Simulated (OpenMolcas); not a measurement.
A run on Tc IV.

* Program: OpenMolcas 26.06
* Method: CASSCF
* Basis: ANO-RCC-VQZP [8s7p5d3f2g1h]
* Scalar Hamiltonian: DKH2, point nucleus
* Active space: 4 electrons in 5 orbitals (4d)
* State averaging: 2S+1 = 5 even, 5 roots; 2S+1 = 3 even, 45 roots; 2S+1 = 1 even, 50 roots
* Spin-orbit coupling: RASSI with atomic mean-field integrals over the reference wave functions, term energies averaged over their components

104 basis functions. Blocks (2S+1, parity, CSFs, roots kept): 5, even, 5, 5; 3, even, 45, 45; 1, even, 50, 50.

How long do the RASSCF and RASSI steps take on 1 thread of Intel(R) Xeon(R) 6975P-C (Granite Rapids), with other jobs on the host?

About 22 s of wall time, without the integral step.
